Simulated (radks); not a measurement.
Ionisation of the vanadium ion V+, [Ar] 3d4, to [Ar] 3d3 as the strength of local exchange is varied. Method: Dirac Kohn-Sham, Slater X-alpha exchange (alpha = 2/3 is LDA exchange), no correlation, spin-unpolarised, spherical densities, finite nucleus; open shells fill j = l - 1/2 first; Fermi nuclear charge, rms radius 3.6002 fm; computed with a radial shooting solver on a logarithmic mesh with Libxc functionals.

alpha  E(V+) (hartree)  exchange (hartree)  IE (eV)  -e of the level emptied (eV)  <r> of it (bohr)
0.667       -944.97055           -41.28986   13.802                 8.109 (3d3/2)             1.581
0.67        -945.15628           -41.48382   13.842                 8.139 (3d3/2)             1.578
0.689       -946.33342           -42.71390   14.099                 8.330 (3d3/2)             1.563
0.705       -947.32585           -43.75203   14.318                 8.494 (3d3/2)             1.551
0.855       -956.68080           -53.58492   16.514                10.180 (3d3/2)             1.445
0.859       -956.93153           -53.84960   16.576                10.229 (3d3/2)             1.442
0.911       -960.19684           -57.30200   17.398                10.881 (3d3/2)             1.410
0.977       -964.35708           -61.71471   18.486                11.756 (3d3/2)             1.371

NIST Atomic Spectra Database: 14.63 eV (measured). The Delta-SCF value meets it near alpha = 0.73. Spin polarisation and multiplet splitting are left out, so open shells lie too high by an amount that depends on their filling.

Beside tabulated values, note that spin-unpolarised runs miss the spin-polarisation part of the exchange energy of open shells.
